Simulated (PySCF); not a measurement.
Ligand exchange on a metal centre used in film growth or etching (Ti NH2-H). Gas-phase values, no solvent. One relaxed conformer stands for each flexible species; it need not be the lowest.

Calculation: PBE-D3(BJ)/def2-TZVP // BP86-D3(BJ)/def2-SVP in PySCF. 

```
species                                   HOMO–LUMO gap (eV)  charge on the central atom (Mulliken) (e)  HOMO (eV)  charge on the central atom (meta-Löwdin) (e)
----------------------------------------  ------------------  -----------------------------------------  ---------  --------------------------------------------
0 of 4 NH2 replaced by H ([Ti(NH2)4])                   3.71                                       1.45      -5.42                                          1.12
1 of 4 NH2 replaced by H ([Ti(NH2)3(H)])                3.97                                       1.19      -5.89                                          0.99
3 of 4 NH2 replaced by H                                3.06                                       0.74      -6.75                                          0.92
4 of 4 NH2 replaced by H ([Ti(H)4])                     3.11                                       0.55      -7.43                                          0.92
```
